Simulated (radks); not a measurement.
The numbers below are computed, except where a source is named.
Species: Yb+. Configuration: [Kr] 4d10 4f14 5s2 5p5 6s1 6p1 (not the ground configuration). Code: a radial shooting solver on a logarithmic mesh with Libxc functionals. Model: scalar-relativistic Kohn-Sham, BLYP, spin-polarised, spherical densities, finite nucleus; open shells are filled with parallel spins first (spin-orbit coupling, left out, can overturn this in heavy ions); Fermi nuclear charge, rms radius 5.3108 fm.

Radial electron density D(r) = 4 pi r^2 rho(r):

r (bohr)  D(r) (e/bohr)  spin D(r)
0.001564          12.01   0.000646
0.001835          15.22   0.000817
0.002137          18.95    0.00102
0.002507          23.67    0.00127
0.002919          29.01    0.00156
0.003425          35.56    0.00192
0.003988          42.66    0.00232
0.004679          50.95    0.00280
0.005448          59.40    0.00333
0.006393          68.51    0.00399
0.007442          76.87    0.00472
0.008734          84.67    0.00569
0.01017           90.42    0.00689
0.01193           94.03    0.00866
0.01389           94.77     0.0111
0.0163            92.84     0.0149
0.01898           89.28     0.0201
0.02209           85.63     0.0271
0.02592           83.91     0.0367
0.03018           86.33     0.0470
0.03542           94.18     0.0571
0.04123           105.6     0.0628
0.04838           118.2     0.0605
0.05633           126.0     0.0479
0.0661            125.5     0.0256
0.07695           116.9    0.00482
0.0903            104.4  -0.000773
0.1051            96.97     0.0220
0.1234            99.28     0.0717
0.1436            108.4      0.115
0.1685            114.4      0.114
0.1962            107.2     0.0538
0.2303            86.30    -0.0257
0.2681            65.12    -0.0360
0.3146            54.72     0.0588
0.3662            57.95      0.174
0.4297            64.74      0.184
0.5003            63.69     0.0563
0.5824            53.34    -0.0654
0.6835            38.46     0.0184
0.7957            26.72      0.349
0.9337            19.01      0.789
1.087             14.60       1.06
1.276             10.92       1.05
1.485             7.590      0.840
1.743             4.563      0.613
2.029             2.571      0.530
2.381             1.446      0.587
2.772             1.002      0.683
3.252            0.8022      0.709
3.786            0.6366      0.612
4.443            0.4300      0.425
5.173            0.2451      0.244
6.07             0.1085      0.108
7.067           0.03970     0.0397
8.293           0.01050     0.0105
9.655          0.002208    0.00221
11.33         0.0002979   0.000298

D(r) has 4 maxima, at r = 0.0135, 0.0605, 0.169, 0.458 bohr, and minima at 0.0257, 0.110, 0.322 bohr, inside which lie 1.91, 11.13, 29.68 electrons.
